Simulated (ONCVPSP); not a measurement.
**Pseudopotential generation for europium (Eu): ONCV, LDA (Perdew-Wang 92), scalar-relativistic.**

Input for ONCVPSP 4.0.1:

```
# ATOM AND REFERENCE CONFIGURATION
# atsym  z   nc   nv     iexc    psfile
  Eu 63.00   12    2  -001012      upf
#
#   n    l    f
    1    0    2.00
    2    0    2.00
    2    1    6.00
    3    0    2.00
    3    1    6.00
    3    2   10.00
    4    0    2.00
    4    1    6.00
    4    2   10.00
    4    3    6.00
    5    0    2.00
    5    1    6.00
    5    2    2.00
    6    0    1.00
#
# PSEUDOPOTENTIAL AND OPTIMIZATION
# lmax
    2
#
#   l,   rc,      ep,       ncon, nbas, qcut
    0    3.05    0.00    4    8    1.80
    1    2.90    0.12    3    7    3.00
    2    3.80    0.00    3    7    4.40
#
# LOCAL POTENTIAL
# lloc, lpopt,  rc(5),   dvloc0
    4    5    2.90    6.00
#
# VANDERBILT-KLEINMAN-BYLANDER PROJECTORs
# l, nproj, debl
    0    2    2.90
    1    2    3.00
    2    2    1.80
#
# MODEL CORE CHARGE
# icmod, fcfact, rcfact
    2    0.15    1.00
#
# LOG DERIVATIVE ANALYSIS
# epsh1, epsh2, depsh
   -2.00    5.00    0.02
#
# OUTPUT GRID
# rlmax, drl
    6.00    0.01
#
# TEST CONFIGURATIONS
# ncnf
    4
# nvcnf
#   n    l    f
    2
    5    2    1.00
    6    0    2.00
#
    2
    5    2    1.00
    6    0    1.00
#
    2
    5    2    1.00
    6    0    0.00
#
    3
    5    2    1.00
    6    0    0.00
    6    1    2.00
#
```

Command:

```bash
oncvpsp.x < Eu.dat > Eu.out
```

Resulting log (shortened: citation, most of the input echo, consistency checks and plot data are left out):

```
ONCVPSP  (Optimized Norm-Conservinng Vanderbilt PSeudopotential)
scalar-relativistic version 4.0.1

#   n    l    f        energy (Ha)
    1    0    2.00    -1.7760935E+03
    2    0    2.00    -2.9186217E+02
    2    1    6.00    -2.6016918E+02
    3    0    2.00    -6.4389444E+01
    3    1    6.00    -5.4526821E+01
    3    2   10.00    -4.1309970E+01
    4    0    2.00    -1.2928875E+01
    4    1    6.00    -9.6770574E+00
    4    2   10.00    -5.1446067E+00
    4    3    6.00    -2.6161461E-01
    5    0    2.00    -1.7227976E+00
    5    1    6.00    -9.3161709E-01
    5    2    2.00    -7.2127697E-02
    6    0    1.00    -1.3799727E-01

Reference configufation results
  iterations    32
  all-electron total energy (Ha)   -1.08364953D+04

Begin loop to  construct optimized pseudo wave functions
and semi-local pseudopoentials for all angular momenta

   Wellstate for l =  0  n =  9
     eigenvalue =   2.7620
     asymptotic potential =   3.2620
     half-point radius =  5.3337

Calculating optimized projector #   1

 for l=   0

    Fraction of norm inside rc  0.233997
    Optimizing pswf for qcut=   1.80 a_B^-1,  ecut=   1.61 Ha
    Residual kinetic energy error=  1.52D-03 Ha

    Energy error per electron        Cutoff
         Ha          eV             Ha
         0.01000     0.27211        0.93
         0.00100     0.02721        1.80
         0.00010     0.00272        6.43
         0.00001     0.00027       13.88

Calculating optimized projector #   2

 for l=   0

    Fraction of norm inside rc  0.165574
    Optimizing pswf for qcut=   1.80 a_B^-1,  ecut=   1.61 Ha
    Residual kinetic energy error=  5.12D-01 Ha

    Energy error per electron        Cutoff
         Ha          eV             Ha
         0.01000     0.27211        9.65
         0.00100     0.02721       21.66
         0.00010     0.00272       25.16
         0.00001     0.00027       27.80

   Wellstate for l =  1  n =  6
     eigenvalue =   0.1200
     asymptotic potential =   0.6200
     half-point radius =  5.0284

   Wellstate for l =  1  n =  9
     eigenvalue =   3.1200
     asymptotic potential =   3.6200
     half-point radius =  5.2594

Calculating optimized projector #   1

 for l=   1

    Fraction of norm inside rc  0.201102
    Optimizing pswf for qcut=   3.00 a_B^-1,  ecut=   4.51 Ha
    Residual kinetic energy error=  1.11D-03 Ha

    Energy error per electron        Cutoff
         Ha          eV             Ha
         0.01000     0.27211        1.83
         0.00100     0.02721        4.93
         0.00010     0.00272       21.10
         0.00001     0.00027       50.21

Calculating optimized projector #   2

 for l=   1

    Fraction of norm inside rc  0.137995
    Optimizing pswf for qcut=   3.00 a_B^-1,  ecut=   4.51 Ha
    Residual kinetic energy error=  5.34D-02 Ha

    Energy error per electron        Cutoff
         Ha          eV             Ha
         0.01000     0.27211       21.30
         0.00100     0.02721       35.86
         0.00010     0.00272       80.19

   Wellstate for l =  2  n =  8
     eigenvalue =   1.7279
     asymptotic potential =   2.2279
     half-point radius =  6.2352

Calculating optimized projector #   1

 for l=   2

    Fraction of norm inside rc  0.748495
    Optimizing pswf for qcut=   4.40 a_B^-1,  ecut=   9.70 Ha
    Residual kinetic energy error=  2.12D-08 Ha

    Energy error per electron        Cutoff
         Ha          eV             Ha
         0.01000     0.27211        4.22
         0.00100     0.02721        5.65
         0.00010     0.00272        6.76
         0.00001     0.00027        7.79

Calculating optimized projector #   2

 for l=   2

    Fraction of norm inside rc  0.255021
    Optimizing pswf for qcut=   4.40 a_B^-1,  ecut=   9.70 Ha
    Residual kinetic energy error=  6.71D-07 Ha

    Energy error per electron        Cutoff
         Ha          eV             Ha
         0.01000     0.27211        6.15
         0.00100     0.02721        7.36
         0.00010     0.00272        8.37
         0.00001     0.00027        9.09

Construct Vanderbilt / Kleinmman-Bylander projectors

B matrix Hermiticity error, ll=   0
   1   2    8.8307E-05

  Orthonormal projector coefficients  4.3398E+00 -1.4650E+00

B matrix Hermiticity error, ll=   1
   1   2    1.2418E-04

  Orthonormal projector coefficients -2.7396E+00  2.5590E+00

B matrix Hermiticity error, ll=   2
   1   2    6.3175E-05

  Orthonormal projector coefficients -5.3864E+00 -1.9808E+00

Model core correction analysis
  based on d2Exc/dn_idn_j

d2excae - all-electron derivatives

   -1.590497D-02   -1.566572D-02
   -1.565870D-02   -2.407992D-02

d2excps - pseudofunction derivatives with no core correction

   -3.532901D-02   -2.196096D-02
   -2.195730D-02   -2.754911D-02

rms 2nd derivative error    1.082395E-02

amplitude prefactor, scale prefactor
    4.8843    1.2429

d2excps - pseudofunction derivatives with core correction

   -2.457545D-02   -1.827613D-02
   -1.826974D-02   -2.505370D-02

rms 2nd derivative error    4.737018E-03

Pseudoatom total energy   -1.373559

Diagnostic tests using Vanderbilt-Kleinman-Bylander pseudopotentials
  1 or more projectors used as specified by nproj input data

   l    rcore       rmatch      e in        delta e   norm test  slope test

   0   3.0569477   3.1497632  -0.1379973  -0.0000001   1.0000146   1.0000098
   0   3.0569477   3.1497632   2.7620027   0.0000393   1.0000799   1.0000799

   1   2.9140980   3.0025764   0.1200000  -0.0003310   0.9997414   0.9997414
   1   2.9140980   3.0025764   3.1200000  -0.0015899   1.0001796   1.0001796

   2   3.8142863   3.9300963  -0.0721277  -0.0000007   1.0000244   1.0000193
   2   3.8142863   3.9300963   1.7278723   0.0000055   1.0000275   1.0000275

 Testing for bound ghosts
   n   l    E NL Schr. Eq   E Basis Diag.   E Cutoff

   1   0       -0.137997       -0.134971     27.81

   2   1       -0.044233       -0.021214     25.75

   3   2       -0.072128       -0.071820     17.75

 Testing for highly-localized positive-energy ghosts
       l    <radius>/rc     E Basis Diag.   E Cutoff

       0        0.836236        9.972169     27.81  WARNING - GHOST(+)

Test configuration 0

   n   l     f        eae           eps        diff
   1   0  2.0000-1776.09351832
   2   0  2.0000 -291.86216637
   2   1  6.0000 -260.16917549
   3   0  2.0000  -64.38944356
   3   1  6.0000  -54.52682115
   3   2 10.0000  -41.30997045
   4   0  2.0000  -12.92887469
   4   1  6.0000   -9.67705738
   4   2 10.0000   -5.14460672
   4   3  6.0000   -0.26161461
   5   0  2.0000   -1.72279756
   5   1  6.0000   -0.93161709
   5   2  2.0000   -0.07212770   -0.07212843   -7.33D-07
   6   0  1.0000   -0.13799727   -0.13799733   -5.17D-08

    Total energies and differences
      AE_ref= -1.08364953D+04  AE_tst= -1.08364953D+04  dif=  0.00D+00
      PS_ref= -1.37355885D+00  PS_tst= -1.37355885D+00  dif= -1.52D-13
      PSP excitation error=  1.52D-13

Test configuration 1

   n   l     f        eae           eps        diff
   1   0  2.0000-1776.14472639
   2   0  2.0000 -291.91590870
   2   1  6.0000 -260.22282095
   3   0  2.0000  -64.44197947
   3   1  6.0000  -54.57937047
   3   2 10.0000  -41.36282920
   4   0  2.0000  -12.98183105
   4   1  6.0000   -9.73019338
   4   2 10.0000   -5.19813173
   4   3  6.0000   -0.31503966
   5   0  2.0000   -1.77700843
   5   1  6.0000   -0.98236426
   5   2  1.0000   -0.10260611   -0.10255215    5.40D-05
   6   0  2.0000   -0.15443554   -0.15468034   -2.45D-04

    Total energies and differences
      AE_ref= -1.08364953D+04  AE_tst= -1.08365545D+04  dif= -5.93D-02
      PS_ref= -1.37355885D+00  PS_tst= -1.43299127D+00  dif= -5.94D-02
      PSP excitation error=  1.64D-04

Test configuration 2

   n   l     f        eae           eps        diff
   1   0  2.0000-1776.37988548
   2   0  2.0000 -292.14997130
   2   1  6.0000 -260.45695515
   3   0  2.0000  -64.67567888
   3   1  6.0000  -54.81307786
   3   2 10.0000  -41.59652939
   4   0  2.0000  -13.21562838
   4   1  6.0000   -9.96401871
   4   2 10.0000   -5.43196391
   4   3  6.0000   -0.54864960
   5   0  2.0000   -2.01074324
   5   1  6.0000   -1.21538440
   5   2  1.0000   -0.31945610   -0.31998442   -5.28D-04
   6   0  1.0000   -0.34597042   -0.34657901   -6.09D-04

    Total energies and differences
      AE_ref= -1.08364953D+04  AE_tst= -1.08363064D+04  dif=  1.89D-01
      PS_ref= -1.37355885D+00  PS_tst= -1.18438662D+00  dif=  1.89D-01
      PSP excitation error= -2.79D-04

Test configuration 3

   n   l     f        eae           eps        diff
   1   0  2.0000-1776.65393825
   2   0  2.0000 -292.42233747
   2   1  6.0000 -260.72943992
   3   0  2.0000  -64.94718603
   3   1  6.0000  -55.08460124
   3   2 10.0000  -41.86808609
   4   0  2.0000  -13.48726758
   4   1  6.0000  -10.23571743
   4   2 10.0000   -5.70369958
   4   3  6.0000   -0.81984057
   5   0  2.0000   -2.28189543
   5   1  6.0000   -1.48455012
   5   2  1.0000   -0.56532919   -0.56747446   -2.15D-03

    Total energies and differences
      AE_ref= -1.08364953D+04  AE_tst= -1.08358579D+04  dif=  6.37D-01
      PS_ref= -1.37355885D+00  PS_tst= -7.34590479D-01  dif=  6.39D-01
      PSP excitation error= -1.59D-03

Test configuration 4

   n   l     f        eae           eps        diff
   1   0  2.0000-1776.23598820
   2   0  2.0000 -292.00638995
   2   1  6.0000 -260.31327149
   3   0  2.0000  -64.53226497
   3   1  6.0000  -54.66964881
   3   2 10.0000  -41.45311488
   4   0  2.0000  -13.07241543
   4   1  6.0000   -9.82081965
   4   2 10.0000   -5.28879435
   4   3  6.0000   -0.40547126
   5   0  2.0000   -1.86788931
   5   1  6.0000   -1.07186912
   5   2  1.0000   -0.17434102   -0.17592546   -1.58D-03
   6   1  2.0000   -0.08991799   -0.09028140   -3.63D-04

    Total energies and differences
      AE_ref= -1.08364953D+04  AE_tst= -1.08363362D+04  dif=  1.59D-01
      PS_ref= -1.37355885D+00  PS_tst= -1.21405706D+00  dif=  1.60D-01
      PSP excitation error= -3.90D-04
```

The run took about 4.7 s on one core of a shared server CPU.
